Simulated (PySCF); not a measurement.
A series of related compounds: `C=C[P@@](=O)(O)[C@H](C)CC`, C$_{6}$H$_{13}$O$_{2}$P; SMILES C[P@](=O)(O)c1ccccc1F, C$_{7}$H$_{8}$FO$_{2}$P; `CC[C@@H](C)[P@@](C)(=O)O`, C$_{5}$H$_{13}$O$_{2}$P; `CC(C)C[P@](C)(=O)O`, C$_{5}$H$_{13}$O$_{2}$P; SMILES C[P@](=O)(O)c1ccccc1, C$_{7}$H$_{9}$O$_{2}$P.

Theoretical values (PySCF 2.14): shieldings: GIAO PBE0/pcSseg-1, coordinates at the GFN2-xTB level. In vacuum, single conformer, non-relativistic Hamiltonian, averaged over atoms made equivalent by symmetry, fast rotation or ring inversion.

Shifts are taken against calculated references (same method and geometry level): H3PO4 for 31P (318.38 ppm).

How does the 31P shift change along the series?

## Answers


```tsv
compound	change	δ (ppm)	HOMO–LUMO gap (eV)
C=C[P@@](=O)(O)[C@H](C)CC	CH3 replaced by vinyl	37.8	7.08
C[P@](=O)(O)c1ccccc1F	sBu replaced by 2-FC6H4	26.1	6.54
CC[C@@H](C)[P@@](C)(=O)O	base	49.0	8.63
CC(C)C[P@](C)(=O)O	sBu replaced by iBu	44.0	8.70
C[P@](=O)(O)c1ccccc1	sBu replaced by Ph	30.1	6.80
```
